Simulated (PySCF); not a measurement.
BTBT, C₁₄H₈S₂, SMILES c1cc2c3c(sc2cc1)c1ccccc1s3 (GFN2-xTB optimised geometry):

```
24

C      2.956     3.296     0.000
C      1.679     3.855     0.000
C      0.558     3.055     0.000
C      0.711     1.669     0.000
C      2.009     1.116     0.000
C      3.133     1.927     0.000
S      2.002    -0.636     0.000
C      0.264    -0.636     0.000
C     -0.711    -1.669     0.000
C     -0.558    -3.055     0.000
C     -1.679    -3.855     0.000
C     -2.956    -3.296     0.000
C     -3.133    -1.927     0.000
C     -2.009    -1.116     0.000
S     -2.002     0.636     0.000
C     -0.264     0.636     0.000
H      3.820     3.943     0.000
H      1.570     4.929     0.000
H     -0.436     3.477     0.000
H      4.119     1.489     0.000
H      0.436    -3.477     0.000
H     -1.570    -4.929     0.000
H     -3.820    -3.943     0.000
H     -4.119    -1.489     0.000
```

Computed with CAM-B3LYP/def2-SVP (PySCF).

Q: What are the frontier orbital energies and the dipole moment?

A: HOMO-2 -8.21 eV, HOMO-1 -7.52 eV, HOMO -6.98 eV, LUMO -0.31 eV, LUMO+1 0.86 eV; dipole moment 0.00 D.

On the same geometry PBE/def2-SVP (PySCF) gives HOMO-2 -6.05 eV, HOMO-1 -5.55 eV, HOMO -5.07 eV, LUMO -2.04 eV, LUMO+1 -1.19 eV; dipole moment 0.00 D.

Meta-Löwdin charges at CAM-B3LYP/def2-SVP: C1 -0.10, C2 -0.11, C3 -0.11, C4 -0.01, C5 -0.07, C6 -0.11, S7 0.19, C8 -0.12, C9 -0.01, C10 -0.11, C11 -0.11, C12 -0.10, C13 -0.11, C14 -0.07, S15 0.19, C16 -0.12, H17 0.11, H18 0.11, H19 0.11, H20 0.11, H21 0.11, H22 0.11, H23 0.11, H24 0.11.
